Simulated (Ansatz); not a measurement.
Abridged output of a molecular run in Ansatz:

```
Functional definition: HF
1758 factors; integrals over basis functions are off by at most 1.0e-3 eV
mean field evaluation 1: about -22847.6010 eV, gradient 5.6e1 eV
mean field evaluation 2: about -22847.7975 eV, gradient 5.6e1 eV
mean field evaluation 4: about -22853.7374 eV, gradient 3.6e0 eV
mean field evaluation 8: about -22853.7966 eV, gradient 2.1e-1 eV
mean field evaluation 16: about -22853.7969 eV, gradient 1.6e-6 eV
mean field -22853.79686875 eV, -839.8615440665 hartree, gradient 1.6e-6 eV, S^2 0.000000; 0 other end points of the search recorded, 0 dependent functions left out
12 core orbitals not correlated: weight in the atoms' cores, before any rotation towards them, 1.000 or more for the frozen orbitals, at most 0.000 for the correlated occupied ones
reference -22853.79686875 eV, -839.8615440665 hartree; 21, 21 occupied and 236, 236 virtual orbitals, 1758 factors
second order -31.68511115 eV of doubles, -0.00000000 eV of singles
cycle   1  -31.57954704 eV  change    1.1e-1 eV  update   1.2e-1
cycle   2  -32.26306936 eV  change   -6.8e-1 eV  update   3.2e-2
cycle   3  -32.40908456 eV  change   -1.5e-1 eV  update   1.8e-2
cycle   4  -32.39382946 eV  change    1.5e-2 eV  update   4.3e-3
cycle   5  -32.39207640 eV  change    1.8e-3 eV  update   2.3e-3
cycle   6  -32.39317012 eV  change   -1.1e-3 eV  update   8.1e-4
cycle   7  -32.39288293 eV  change    2.9e-4 eV  update   4.0e-4
cycle   8  -32.39279798 eV  change    8.5e-5 eV  update   1.3e-4
cycle   9  -32.39285199 eV  change   -5.4e-5 eV  update   5.2e-5
cycle  10  -32.39283521 eV  change    1.7e-5 eV  update   1.6e-5
perturbative correction -1.24897619 eV, -0.0458990283 hartree
Total energy: -22887.43868014 eV, -841.0978578322 hartree
```

Its atoms:

Cartesian coordinates in Å:
```
N 1.4094 0.1379 -1.3194
Sn 0.0250 0.2112 0.1298
N -1.7999 0.1343 -0.6986
N 0.2623 -1.3644 1.3478
Cl 0.2599 2.2076 1.3555
H 2.1597 -0.5042 -1.0958
H 1.8173 1.0380 -1.5370
H -1.7740 0.3240 -1.6928
H -2.4657 0.7664 -0.2731
H -0.6192 -1.8127 1.5649
H 0.7252 -1.1382 2.2187
```

**Question.** Which basis set was used?
A. cc-pV(D+d)Z
B. def2-QZVPP
C. def2-TZVPP
D. def2-SVPD

**Answer.** C. It gives 269 functions.

**Question.** Write the keys of the input that set method, charge and spin (a neutral closed shell needs none for the last two).

**Answer.** 
```yaml
correlation: {method: ccsd_t}
```
